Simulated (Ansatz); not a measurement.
`BOCC(F)(F)F` + `OC[SiH](F)F` → `BOC[SiH](F)F` + `OCC(F)(F)F`  (ligand exchange at a B–O bond)

Computed with Ansatz on PBE0-D4/def2-TZVP structures; ΔE is electronic, products minus reactants. CCSD(T)/CBS adds triple-zeta CCSD(T) − MP2 to the extrapolated MP2 energy (def2 sets, frozen cores). Functionals use def2-TZVPP. Each species was taken in one conformer, which may not be the lowest.

(1) Is it downhill or uphill in electronic energy at CCSD(T)/CBS, and by how much? (Best estimate.)

(2) What do these levels give: PBE, MP2/def2-TZVPP, CCSD(T)/def2-TZVPP, HF/CBS(def2), MP2/CBS(def2), CCSD/CBS(def2)? (Estimate.)

Largest T1 diagnostic among the species: 0.013.

## Answers

(1) Computed: Downhill: ΔE = -9.0 kJ/mol.

(2) The calculation gave: PBE -8.7, MP2/def2-TZVPP -9.6, CCSD(T)/def2-TZVPP -9.2, HF/CBS(def2) -9.3, MP2/CBS(def2) -9.4, CCSD/CBS(def2) -9.0 kJ/mol.
